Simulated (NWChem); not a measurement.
**Plane-wave run on NaMgI3 (cubic-perovskite type)**

```
MgNaI3
1.0
    5.45101     0.00000     0.00000
    0.00000     5.45101     0.00000
    0.00000     0.00000     5.45101
Na Mg I
1 1 3
Direct
  0.00000   0.00000   0.00000
  0.50000   0.50000   0.50000
  0.00000   0.50000   0.50000
  0.50000   0.50000   0.00000
  0.50000   0.00000   0.50000
```

All runs are NWChem calculations. Origin of the cell: lattice set by a structure generator, not relaxed at this level; this structure type may not be the compound's usual one.

Norm-conserving pseudopotentials with valence charges Na 1, Mg 2, I 7, fixed occupations, no spin-orbit coupling, density cut at twice the wavefunction cutoff.

The filled d shells of I are in the core.

Level: LDA (Vosko), default library, cutoff 30 Ha, density from a 2×2×2 mesh. Bands run along Γ–X–M–Γ–R–X|R–M with k in units of the cell's reciprocal vectors.

**Question.** What gap does the band structure show, and how wide is the group of occupied bands?

**Answer.** It shows an indirect gap along this path of 0.92 eV from R to Γ (smallest direct gap on this path 1.66 eV). The 12 occupied bands reach 13.0 eV below the valence-band top.
